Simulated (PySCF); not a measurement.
**Converging RbBe in the basis (PBE0)**

PySCF, UKS reference; doublet, unpaired electrons σ ↑; De to Rb + Be without counterpoise correction.

```csv
basis,relativity,functions,Re (Å),ωe (cm⁻¹),De (eV),μ (D)
def2-SVP,scalar-relativistic core potentials,33,3.582,151,0.28,-3.78
def2-TZVP,scalar-relativistic core potentials,52,3.589,145,0.26,-3.66
x2c-SVPall,spin-free X2C,59,3.525,152,0.30,-3.99
```

(1) How does each smaller set differ from the one with most functions, x2c-SVPall?

A positive dipole means Rb(−)Be(+). The bond is weak. Basis-set superposition, not corrected here, can be much of De in a small basis, most of all at correlated wavefunction levels. Functionals without a dispersion term scatter widely for such bonds, and LDA overbinds them. Spin–orbit coupling is left out. The state is the lowest determinant that a PBE0 search found; another state may lie lower at other levels.

Results:

(1) def2-SVP: +5.7 pm, -0.7 % in ωe, -0.02 eV in De; def2-TZVP: +6.4 pm, -4.6 % in ωe, -0.04 eV in De. All at PBE0; the set with most functions is neither the basis-set limit nor always the best. The rows treat relativity differently, so the differences are not basis effects alone.
